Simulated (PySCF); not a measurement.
# `O=Cc1snnc1[SiH3]`, C₃H₄N₂OSSi

Geometry (Å), atoms numbered from 1 in this order:
```xyz
12

O    -0.1935   -1.9916   -0.6843
C     0.8923   -1.4584   -0.6783
C     1.0691   -0.1059   -0.2231
S     2.5242    0.8136   -0.1419
N     1.6889    2.1037    0.4642
N     0.4542    1.9002    0.6024
C     0.0248    0.6860    0.2393
Si   -1.7631    0.0820    0.3293
H     1.8000   -1.9824   -1.0218
H    -2.1914   -0.2263   -1.0302
H    -1.8006   -1.0469    1.2519
H    -2.5038    1.2253    0.8666
```

Theory: GIAO BP86/cc-pVDZ magnetisability, rotational g tensor and spin-rotation constants, non-relativistic, gas phase (PySCF). Geometry: GFN2-xTB.

Question: What are the magnetisability and the molar susceptibility?

Answer: Isotropic -1058 × 10⁻³⁰ J/T², or -63.7 × 10⁻⁶ cm³/mol; principal values -1854, -802, -519 × 10⁻³⁰ J/T², anisotropy 1219 × 10⁻³⁰ J/T² (root of half the summed squared differences of the principal values). The susceptibility is in cgs units.

Question: Split it along the inertial axes a, b, c into diamagnetic and paramagnetic parts about the centre of mass, with the quadrupole moment.

Answer: 
| axis | χ (10⁻⁶ cm³/mol) | diamagnetic (10⁻⁶ cm³/mol) | paramagnetic (10⁻⁶ cm³/mol) | summed x² of all electrons (Å²) | quadrupole Θ (D Å) |
| --- | --- | --- | --- | --- | --- |
| a | -32.3 | -582.0 | 549.7 | 213.4 | -1.82 |
| b | -47.2 | -970.4 | 923.2 | 121.8 | -1.59 |
| c | -111.7 | -1422.2 | 1310.6 | 15.3 | +3.42 |

Anisotropies 2χaa − χbb − χcc = +94.2 and 2χbb − χaa − χcc = +49.6 × 10⁻⁶ cm³/mol. Θ is traceless in Buckingham's convention.

Question: And the rotational g tensor?

Answer: 
| axis | rotational constant (GHz) | g | nuclear part | electronic part |
| --- | --- | --- | --- | --- |
| a | 2.4499 | -0.0866 | 0.5461 | -0.6327 |
| b | 1.3129 | -0.0373 | 0.5321 | -0.5694 |
| c | 0.8637 | +0.0004 | 0.5322 | -0.5318 |

Asymmetric top; isotopes 12C, 1H, 14N, 16O, 32S, 28Si; no vibrational averaging.
